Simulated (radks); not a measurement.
Task: Isoelectronic series with 14 electrons, each ion in its NIST ground configuration. Method: non-relativistic Kohn-Sham, PBE, spin-polarised, spherical densities, point nucleus; open shells are filled with parallel spins first (spin-orbit coupling, left out, can overturn this in heavy ions); computed with a radial shooting solver on a logarithmic mesh with Libxc functionals. Total energies (hartree) and mean radii <r> (bohr):

ion,configuration,E (hartree),3p up,3s down
Si,[Ne] 3s2 3p2,-289.23200,2.745,2.168
Cl3+,[Ne] 3s2 3p2,-457.16473,1.510,1.403
Ca6+,[Ne] 3s2 3p2,-665.29438,1.082,1.053
V9+,[Ne] 3s2 3p2,-913.50824,0.8496,0.8464
Cu15+,[Ne] 3s2 3p2,-1530.05412,0.5984,0.6111
Ge18+,[Ne] 3s2 3p2,-1898.35888,0.5220,0.5371
Br21+,[Ne] 3s2 3p2,-2306.67618,0.4632,0.4792
Sr24+,[Ne] 3s2 3p2,-2755.00253,0.4164,0.4327
Nb27+,[Ne] 3s2 3p2,-3243.33566,0.3782,0.3945
Ru30+,[Ne] 3s2 3p2,-3771.67400,0.3465,0.3625
Ag33+,[Ne] 3s2 3p2,-4340.01641,0.3198,0.3353
Sn36+,[Ne] 3s2 3p2,-4948.36209,0.2968,0.3120
I39+,[Ne] 3s2 3p2,-5596.71042,0.2770,0.2917
Ba42+,[Ne] 3s2 3p2,-6285.0609,0.2597,0.2739
Pr45+,[Ne] 3s2 3p2,-7013.4133,0.2444,0.2581
Sm48+,[Ne] 3s2 3p2,-7781.7671,0.2308,0.2441

Estimate the row of Fe12+ ([Ne] 3s2 3p2).

Result: E (hartree) -1201.76742; 3p up 0.7016; 3s down 0.7093.
